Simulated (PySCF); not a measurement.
These are PBE0-D4/def2-TZVP run with PySCF 2.14.0 values and carry that method's errors. Isolated molecules, 0 K electronic values unless said otherwise. One relaxed conformer stands for a flexible species; it need not be the lowest. 

Reference species (SMILES): `B` (neutral, multiplicity 1).

```json
{
  "HOMO–LUMO gap": "7.97 eV",
  "HOMO": "-9.92 eV"
}
```

Changed species: `OBO` (H–O–B–O torsion 0°, O–B–O–H torsion 180°) (2 of 3 H replaced by OH; the reference has 0 of 3 H replaced by OH).

Q: What does the change do to the HOMO–LUMO gap and HOMO?

A: the HOMO–LUMO gap rises by 2.36 eV, to 10.33 eV; the HOMO rises by 0.51 eV, to -9.41 eV.
